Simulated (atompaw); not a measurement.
Before and after: PAW (atompaw) potential for K (Z = 19)

```
Element                 : potassium
Generator               : atompaw 4.2.0.5
Type                    : PAW
Functional              : LDA (PW92)
Relativity              : scalar-relativistic
Frozen core             : [Ne] 3s2
Valence charge          : 7
Reference configuration : 3p6 4s1 4p0
Partial waves           : 4s (bound): rc 3.00 bohr; 4s channel at 0.5 Ry: rc 3.00 bohr; 3p (bound): rc 1.95 bohr; 4p (bound, empty): rc 2.20 bohr; 3d channel at 0.05 Ry: rc 3.00 bohr; 3d channel at 0.7 Ry: rc 3.00 bohr
Local potential         : vpsmatchnc scheme with l = 3 at 0.5 Ry, radius 2.10 bohr
Core correction         : smooth core density matched at 2.35 bohr
Augmentation charge     : sinc compensation charge, radius 2.80 bohr; PAW radius 3.00 bohr; waves and projectors: custom polynom2 7 10 vanderbiltortho
```

Change: waves 4s (bound); 4s channel at 0.5 Ry; 3p (bound); 4p (bound); 3d channel at 0.05 Ry; 3d channel at 0.7 Ry; augmentation sinc compensation charge, radius 2.80 bohr; PAW radius 3.00 bohr; waves and projectors: bloechl.

Cutoffs: the cutoffs (Ry, on a coarse ladder) from which the occupation-weighted sum of valence levels, in a spherical-Bessel basis at the reference potential, stays within 10 and 1 mRy of its value at 400 Ry; they do not see the model core or the augmentation charge, which bear on the density cutoff.

Problem. What does the change do?

Solution. The potential gets harder (18 Ry and 25 Ry → 45 Ry and 70 Ry); both files keep a bound ghost (s); the range in which the s phases agree widens (upper end 2.0 → 4.1); the range in which the p phases agree widens (upper end 2.2 → 4.0).

```tsv
quantity	base	changed
cutoff, loose	18 Ry	45 Ry
cutoff, tight	25 Ry	70 Ry
loose cutoff by channel (10 mRy a level)	s 6 Ry, p 15 Ry	s 6 Ry, p 35 Ry
bound ghosts	s	s
s: phases at 3.01 bohr within 0.05 rad from the reference energy up to (Ry; the scan ends near 5)	2.0	4.1
p: phases at 3.01 bohr within 0.05 rad from the reference energy up to (Ry; the scan ends near 5)	2.2	4.0
d: phases at 3.01 bohr within 0.05 rad from the reference energy up to (Ry; the scan ends near 5)	1.7	to the end of the scan
lowest overlap eigenvalue by channel	s 0.36, p 0.67, d 0.94	s 0.02, p 0.68, d 1.00
```

 A true bound ghost makes a file unfit for plane-wave use even where its test errors are small: the radial tests pick states by their node count and pass the ghost by. The cutoffs see the waves, projectors and local potential, not the compensation charge or the core.
